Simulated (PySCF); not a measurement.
# One molecule, several mistakes: B2ClGeH4

All numbers below are calculated, not measured. The program is PySCF 2.14.0, an open-source quantum chemistry code, run on an isolated molecule that a program drew, which may never have been made. The molecule is B2ClGeH4 (charge 0, doublet), drawn as the SMILES string `[BH2][GeH2][B]Cl`.

Each row is a Hartree-Fock (HF) and frozen-core CCSD(T) single point in the cc-pV(D+d)Z basis, meant for a local HF minimum. Run 1 is clean. Each other run has one planted mistake out of seven kinds, and not every kind appears here: one electron removed, one electron added, multiplicity raised by two, geometry at a saddle point, minimal basis STO-3G, one bond length entered in bohr, all coordinates scaled. The reference is restricted for singlets and unrestricted otherwise, and also for a bond in bohr. Adding or removing an electron swaps singlet and doublet. Electrons count all cores. HOMO and LUMO are orbital energies over both spins, the gradient is its largest component, and the lowest frequency (negative if imaginary) is given only where the gradient is small. Bond lengths are over the 7 bonds as drawn. T1 is the CCSD diagnostic: over 0.02 (restricted) or 0.045 (unrestricted) a single reference is doubtful. Germanium has the cc-pVDZ-PP basis, with a core potential (ECP10MDF) in place of its 10 inner electrons, and its 3s, 3p and 3d shells are frozen in CCSD(T).

Geometry of the clean run:
```xyz
8
B2ClGeH4, angstrom
B    -2.2080   -0.8431    0.4542
Ge   -0.4143   -0.1484   -0.3514
B     1.0480   -1.6516   -0.3289
Cl    0.9358   -3.2738    0.3062
H    -2.4262   -0.7528    1.6288
H    -3.0171   -1.3892   -0.2405
H    -0.5523    0.2974   -1.8143
H     0.1767    1.0294    0.4374
```

```
run,electrons,basis functions,<S^2>,HOMO (eV),LUMO (eV),gradient (hartree/bohr),lowest frequency (cm^-1),mean bond (Å),longest bond (Å),T1,HF (hartree),CCSD(T) (hartree),mistake
1,63,94,0.763,-8.55,1.10,2.8e-05,21,1.6280,2.097,0.0196,-804.52019,-804.96410,no fault
2,63,94,1.643,-8.57,-0.55,8.5e-03,-,1.8499,3.299,0.0582,-804.38243,-804.80055,one bond length entered in bohr
3,64,94,0.000,-0.51,6.01,3.6e-02,-,1.6280,2.097,0.0545,-804.48769,-804.98900,one electron added
4,63,94,3.767,-7.31,-2.07,6.2e-02,-,1.6280,2.097,0.0197,-804.38831,-804.82324,?
```

**Which mistake was planted in run 4, and what did it cost?**

Electrons, basis and geometry are unchanged, and <S^2> is 3.767, beside S(S+1) = 3.75 for a multiplicity of 4. So the mistake is: multiplicity raised by two. Subtracting run 1 and multiplying by 627.51 kcal/mol a hartree, the energy moved by 82.8 kcal/mol in HF and 88.4 kcal/mol in CCSD(T).

Cautions from the logs. Run 2: T1 is over the limit, so its CCSD(T) energy is less reliable; run 3: T1 is over the limit, so its CCSD(T) energy is less reliable.
